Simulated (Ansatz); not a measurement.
RuO4⁺: single points at one geometry.

```yaml
crystal:
  periodic: [false, false, false]
  atoms:
    - {symbol: Ru, position_ang: [0.039898, -0.000186, 0.027842]}
    - {symbol: O, position_ang: [0.047387, -0.017946, 1.702473]}
    - {symbol: O, position_ang: [1.614342, 0.010188, -0.542930]}
    - {symbol: O, position_ang: [-0.854546, 1.363844, -0.579252]}
    - {symbol: O, position_ang: [-0.847092, -1.355900, -0.608133]}
basis:
  gaussian: {orbitals: def2-TZVP, initial_orbitals: start.molden}
total_charge: 1
magnetization: {spin_polarized: true, initial_magnetization: 1}
hamiltonian: {xc: pbe, dispersion: d4}
scf: {omitted_lower_state_checks: [starts]}
output: {orbitals: {seedname: orbitals}}
```

The file start.molden holds the orbitals of an earlier run on this structure, at another level or in another basis.

```sh
$ ansatz run in.yaml --threads 2 --pin off --events-out ev --progress --plain --max-ram 4352MiB
```

Shortened log:

```
Functional definition: PBE
958 factors; their error is unknown
mean field evaluation 1: about -10754.7027 eV, gradient 7.8e0 eV
mean field evaluation 2: about -10755.0497 eV, gradient 7.0e-1 eV
mean field evaluation 4: about -10755.0815 eV, gradient 1.4e-2 eV
mean field evaluation 8: about -10755.0771 eV, gradient 1.5e-5 eV
mean field evaluation 16: about -10755.0771 eV, gradient 3.7e-6 eV
mean field -10755.07708220 eV, -395.2417927177 hartree, gradient 3.7e-6 eV, S^2 0.803091; 0 other end points of the search recorded, 0 dependent functions left out
reference -10755.07712371 eV, -395.2417942433 hartree; 24, 23 occupied and 140, 141 virtual orbitals, 958 factors
Total energy: -10755.18864029 eV, -395.2458924020 hartree
Checks for a lower state left out: starts
```

Hardware: 2 threads of Intel Xeon 6975P-C on a shared host. Wall time 3 s.

First input, but with `hamiltonian: {xc: pbe0, dispersion: d4}` (abridged; 8 s):

```
Functional definition: PBE0
mean field -10750.57764038 eV, -395.0764412807 hartree, gradient 2.1e-5 eV, S^2 1.049886
Total energy: -10750.67061390 eV, -395.0798579946 hartree
Checks for a lower state left out: starts
```

Geometry: PBE-D4/def2-SVP.

In the def2 sets Ru takes a core potential; there is no spin–orbit coupling. At PBE0-D4/def2-TZVP the relaxed charge 1 doublet is spin-contaminated (final ⟨S²⟩ up to 1.05, 0.75 for a pure state).
